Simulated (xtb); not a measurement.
Input for xtb: GFN2-xTB on H3NOSn (SMILES [NH2][Sn][OH]), a point of a torsion scan.

```
$ xtb mol.xyz --gfn 2 --opt vtight --chrg 0 --uhf 0 --input xcontrol
6

N     -1.32817832    -0.12036022    -0.09854642
Sn     0.40112929    -0.88405953     0.71700591
O      1.97890475    -0.20008437    -0.28853640
H     -2.08438579    -0.32994256     0.58577454
H     -1.27644391     0.89525353    -0.28716966
H      1.99856203     0.79865924    -0.23410908
$constrain
  force constant=1.0
  dihedral: 1,2,3,6,60.0
$end
```

It printed:

```
[...]
           -------------------------------------------------
          |                Calculation Setup                |
           -------------------------------------------------



           -------------------------------------------------
          |                 G F N 2 - x T B                 |
           -------------------------------------------------

        Reference                      10.1021/acs.jctc.8b01176
      * Hamiltonian:
        H0-scaling (s, p, d)           1.850000    2.230000    2.230000
        zeta-weighting                 0.500000
      * Dispersion:
        s8                             2.700000
        a1                             0.520000
        a2                             5.000000
        s9                             5.000000
      * Repulsion:
        kExp                           1.500000    1.000000
        rExp                           1.000000
      * Coulomb:
        alpha                          2.000000
        third order                    shell-resolved
        anisotropic                    true
        a3                             3.000000
        a5                             4.000000
        cn-shift                       1.200000
        cn-exp                         4.000000
        max-rad                        5.000000


          ...................................................
          :                      SETUP                      :
          :.................................................:
          :  # basis functions                  21          :
          :  # atomic orbitals                  20          :
          :  # shells                           10          :
          :  # electrons                        18          :
          :  max. iterations                   250          :
          :  Hamiltonian                  GFN2-xTB          :
          :  restarted?                      false          :
          :  GBSA solvation                  false          :
          :  PC potential                    false          :
          :  electronic temp.          300.0000000     K    :
          :  accuracy                    1.0000000          :
          :  -> integral cutoff          0.2500000E+02      :
          :  -> integral neglect         0.1000000E-07      :
          :  -> SCF convergence          0.1000000E-05 Eh   :
          :  -> wf. convergence          0.1000000E-03 e    :
          :  Broyden damping             0.4000000          :
          :  net charge                          0          :
          :  unpaired electrons                  0          :
          ...................................................

 iter      E             dE          RMSdq      gap      omega  full diag
   1     -8.3133031 -0.831330E+01  0.303E+01    1.34       0.0  T
   2     -9.7520515 -0.143875E+01  0.280E+01    5.26       1.0  T
   3    -10.3316455 -0.579594E+00  0.124E+01    6.39       1.0  T
   4    -10.4267525 -0.951070E-01  0.989E+00    5.93       1.0  T
   5    -10.4378980 -0.111455E-01  0.110E+01    6.06       1.0  T
   6    -10.3496908  0.882072E-01  0.159E+01    1.99       1.0  T
   7     -9.8299186  0.519772E+00  0.199E+01    1.41       1.0  T
   8    -10.2717701 -0.441851E+00  0.155E+01    1.74       1.0  T
   9    -10.5789596 -0.307190E+00  0.124E+01    2.39       1.0  T
  10    -10.6548722 -0.759127E-01  0.555E+00    2.76       1.0  T
  11    -10.6809711 -0.260988E-01  0.302E+00    3.29       1.0  T
  12    -10.6848546 -0.388357E-02  0.141E+00    3.62       1.0  T
  13    -10.6850516 -0.196955E-03  0.255E-01    3.62       1.0  T
  14    -10.6850089  0.427090E-04  0.165E-01    3.61       1.0  T
  15    -10.6850668 -0.579750E-04  0.396E-02    3.64       1.0  T
  16    -10.6850723 -0.548229E-05  0.284E-02    3.64       1.4  T
  17    -10.6850737 -0.137081E-05  0.238E-02    3.65       1.7  T
  18    -10.6850740 -0.337998E-06  0.664E-03    3.65       6.1  T
  19    -10.6850740 -0.165527E-08  0.892E-04    3.65      45.8  T
  20    -10.6850740 -0.190611E-08  0.420E-04    3.65      97.3  T

   *** convergence criteria satisfied after 20 iterations ***

         #    Occupation            Energy/Eh            Energy/eV
      -------------------------------------------------------------
         1        2.0000           -0.8122698             -22.1030
       ...           ...                  ...                  ...
         3        2.0000           -0.5652062             -15.3800
         4        2.0000           -0.5131741             -13.9642
         5        2.0000           -0.4927531             -13.4085
         6        2.0000           -0.4393427             -11.9551
         7        2.0000           -0.4234254             -11.5220
         8        2.0000           -0.4035596             -10.9814
         9        2.0000           -0.3645215              -9.9191 (HOMO)
        10                         -0.2303580              -6.2684 (LUMO)
        11                     
[...]
0           -0.4266450             -11.6096
         7        2.0000           -0.4085446             -11.1171
         8        2.0000           -0.3968795             -10.7996
         9        2.0000           -0.3617456              -9.8436 (HOMO)
        10                         -0.2251505              -6.1267 (LUMO)
        11                         -0.1451533              -3.9498
        12                         -0.1406811              -3.8281
        13                         -0.0832329              -2.2649
        14                         -0.0738213              -2.0088
       ...                                ...                  ...
        20                          0.4747608              12.9189
      -------------------------------------------------------------
                  HL-Gap            0.1365951 Eh            3.7169 eV
             Fermi-level           -0.2934480 Eh           -7.9851 eV

 SCC (total)                   0 d,  0 h,  0 min,  0.002 sec
 SCC setup                      ...        0 min,  0.000 sec (  2.484%)
 Dispersion                     ...        0 min,  0.000 sec (  0.807%)
 classical contributions        ...        0 min,  0.000 sec (  0.282%)
 integral evaluation            ...        0 min,  0.001 sec ( 27.616%)
 iterations                     ...        0 min,  0.000 sec ( 20.235%)
 molecular gradient             ...        0 min,  0.001 sec ( 43.567%)
 printout                       ...        0 min,  0.000 sec (  4.437%)

         :::::::::::::::::::::::::::::::::::::::::::::::::::::
         ::                     SUMMARY                     ::
         :::::::::::::::::::::::::::::::::::::::::::::::::::::
         :: total energy             -10.658452144012 Eh    ::
         :: gradient norm              0.000177962568 Eh/a0 ::
         :: HOMO-LUMO gap              3.716941453047 eV    ::
         ::.................................................::
         :: SCC energy               -10.717250596023 Eh    ::
         :: -> isotropic ES            0.041855099413 Eh    ::
         :: -> anisotropic ES          0.005619937246 Eh    ::
         :: -> anisotropic XC          0.000907018219 Eh    ::
         :: -> dispersion             -0.002551811221 Eh    ::
         :: repulsion energy           0.058790094136 Eh    ::
         :: add. restraining           0.000008357875 Eh    ::
         :: total charge              -0.000000000000 e     ::
         :::::::::::::::::::::::::::::::::::::::::::::::::::::

           -------------------------------------------------
          |                Property Printout                |
           -------------------------------------------------

    * Orbital Energies and Occupations

         #    Occupation            Energy/Eh            Energy/eV
      -------------------------------------------------------------
         1        2.0000           -0.8080602             -21.9884
         2        2.0000           -0.6221321             -16.9291
         3        2.0000           -0.5632210             -15.3260
         4        2.0000           -0.5005424             -13.6205
         5        2.0000           -0.4828453             -13.1389
         6        2.0000           -0.4266450             -11.6096
         7        2.0000           -0.4085446             -11.1171
         8        2.0000           -0.3968795             -10.7996
         9        2.0000           -0.3617456              -9.8436 (HOMO)
        10                         -0.2251505              -6.1267 (LUMO)
        11                         -0.1451533              -3.9498
        12                         -0.1406811              -3.8281
        13                         -0.0832329              -2.2649
        14                         -0.0738213              -2.0088
        15                         -0.0301193              -0.8196
        16                         -0.0059747              -0.1626
        17                          0.0887805               2.4158
        18                          0.2513650               6.8400
        19                          0.2759495               7.5090
        20                          0.4747608              12.9189
      -------------------------------------------------------------
                  HL-Gap            0.1365951 Eh            3.7169 eV
             Fermi-level           -0.2934480 Eh           -7.9851 eV

     #   Z          covCN         q      C6AA      α(0)
     1   7 N        2.541    -0.440    31.557     8.343
     2  50 Sn       1.584     0.416   446.514    45.490
     3   8 O        1.569    -0.571    24.531     6.683
     4   1 H        0.860     0.150     1.402     1.855
     5   1 H        0.861     0.162     1.324     1.803
     6   1 H        0.807     0.284     0.772     1.380

 Mol. C6AA /au·bohr⁶  :       1182.995209
 Mol. C8AA /au·bohr⁸  :      86178.918827
 Mol. α(0) /au        :         65.552466
Note: The following floating-point exceptions are signalling: IEEE_UNDERFLOW_FLAG IEEE_DENORMAL
normal termination of xtb


Wiberg/Mayer (AO) data.
largest (>0.10) Wiberg bond orders for each atom

 ---------------------------------------------------------------------------
     #   Z sym  total        # sym  WBO       # sym  WBO       # sym  WBO
 ---------------------------------------------------------------------------
     1   7 N    3.221 --     2 Sn   1.300     4 H    0.951     5 H    0.941
     2  50 Sn   2.539 --     1 N    1.300     3 O    1.156
     3   8 O    2.077 --     2 Sn   1.156     6 H    0.888
     4   1 H    0.978 --     1 N    0.951
     5   1 H    0.974 --     1 N    0.941
     6   1 H    0.919 --     3 O    0.888
 ---------------------------------------------------------------------------

Topologies differ in total number of bonds
Writing topology from bond orders to xtbtopo.mol

molecular dipole:
                 x           y           z       tot (Debye)
 q only:       -0.479      -0.155       0.610
   full:       -0.441      -0.498       0.949       2.944
molecular quadrupole (traceless):
                xx          xy          yy          xz          yz          zz
 q only:       -2.992       1.345       3.171       1.794      -2.541      -0.178
  q+dip:       -3.452       0.274       4.839       2.885      -5.233      -1.387
   full:       -5.244       1.124       5.466       2.943      -3.551      -0.222

           -------------------------------------------------
          |                Geometry Summary                 |
           -------------------------------------------------

      molecular mass/u    :      151.7400430
   center of mass at/Å    :        0.4102542      -0.8961400       0.5434114
  moments of inertia/u·Å² :        0.5162565E+02   0.8425738E+02   0.1351921E+03
rotational constants/cm⁻¹ :        0.3265360E+00   0.2000731E+00   0.1246939E+00

 * 3 selected distances

     #   Z          #   Z                                           value/Å
     1   7 N        4   1 H                                       1.0106910
     1   7 N        5   1 H                                       1.0116935 (max)
     3   8 O        6   1 H                                       0.9524670 (min)

 * 2 distinct bonds (by element types)

   Z      Z             #   av. dist./Å        max./Å        min./Å
   1 H    7 N           2     1.0111923     1.0116935     1.0106910
   1 H    8 O           1     0.9524670     0.9524670     0.9524670


optimized geometry written to: xtbopt.xyz


           -------------------------------------------------
          | TOTAL ENERGY              -10.658452144012 Eh   |
          | GRADIENT NORM               0.000177962568 Eh/α |
          | HOMO-LUMO GAP               3.716941453047 eV   |
           -------------------------------------------------

------------------------------------------------------------------------
------------------------------------------------------------------------
 total:
 SCF:
 ANC optimizer:
```

The run finished.

Warnings raised: the energy holds the restraint's term.

Cost: around 0.08 core-seconds (rough).
